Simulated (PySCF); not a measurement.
# SMILES C=C(C)/C(C)=C/C#N, C$_{7}$H$_{9}$N

Geometry:
```csv
atom,x (Å),y (Å),z (Å)
C1,-1.773,-1.258,0.467
C2,-1.057,-0.300,-0.150
C3,-1.703,0.601,-1.163
C4,0.374,-0.116,0.156
C5,1.028,-1.008,1.164
C6,1.080,0.856,-0.477
C7,2.461,1.102,-0.242
N8,3.588,1.320,-0.064
H9,-2.833,-1.393,0.240
H10,-1.340,-1.931,1.208
H11,-1.216,0.514,-2.148
H12,-2.764,0.350,-1.288
H13,-1.639,1.658,-0.861
H14,0.534,-0.918,2.144
H15,2.089,-0.760,1.291
H16,0.955,-2.063,0.858
H17,0.609,1.510,-1.213
```

The calculation used TDDFT CAM-B3LYP/aug-cc-pVDZ excited states, vertical, gas phase in PySCF. Geometry: PBE0-D3(BJ)/def2-SVP.

Question: How strongly do the lowest singlets absorb one photon, and two photons of half the energy?

Answer: δ for parallel linear polarisation; σ at the peak of a Lorentzian of half width 0.1 eV, single beam; Ω is circular over linear.
```tsv
state	E (eV)	f	photon λ (nm)	δ (au)	σ (GM)	Ω	main
S1	5.08	0.671	488	8.3	0.08	1.49	HOMO→LUMO 0.97
S2	6.16	0.002	402	166	2.31	1.50	HOMO→LUMO+1 0.75, HOMO−2→LUMO 0.09
S3	6.21	0.000	399	29.1	0.41	1.50	HOMO−2→LUMO 0.78, HOMO→LUMO+1 0.10
S4	6.25	0.001	396	1070	15.36	0.79	HOMO−1→LUMO 0.96
S5	6.72	0.006	369	33.7	0.56	1.50	HOMO→LUMO+2 0.24, HOMO→LUMO+12 0.23
S6	6.85	0.013	362	60.7	1.04	1.50	HOMO→LUMO+3 0.61, HOMO→LUMO+2 0.18
```

Among these, the strongest one-photon state is S1, the strongest two-photon state S4, with a dipole change of 1.0 D (relaxed, norm of the difference vector).
